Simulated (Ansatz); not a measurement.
## CH3FSZn: structure from calculated spectroscopic constants

These gas-phase data were calculated for one isomer of CH3FSZn at PBE-D3(BJ)/def2-SVP (harmonic, unscaled wavenumbers; equilibrium rotational constants with average atomic masses):

* rotational constants: 13.92, 1.815, 1.623 GHz
* all wavenumbers above 1500 cm⁻¹: 3089, 3089, 2983

Candidates:

(1) `FC[S][ZnH]`, a singlet
(2) `C[S][Zn][F]`, a singlet
(3) `F[CH2][Zn][SH]`, a singlet

Problem. Assign the data to one candidate and say why.

Solution. Candidate (2). No mode falls between 2500 and 2800 cm⁻¹, where the S–H stretch of (3) would stand. 3 modes lie between 2750 and 3290 cm⁻¹, one for each C–H bond, while (1) has 2.

The same quantities for all candidates:

```
     rotational constants (GHz)  wavenumbers above 1500 cm⁻¹  E above the lowest, PBE-D3(BJ)/def2-SVP (kcal/mol)
(1)           5.557, 3.1, 2.016             3057, 2987, 1847                                                27.1
(2)         13.92, 1.815, 1.623             3089, 3089, 2983                                                 0.0
(3)         24.86, 1.435, 1.381             2987, 2931, 2604                                                25.9
```

Harmonic stretches to hydrogen usually lie a few per cent above observed fundamentals. Each candidate is one conformer. Programs: Ansatz 0.2.0.
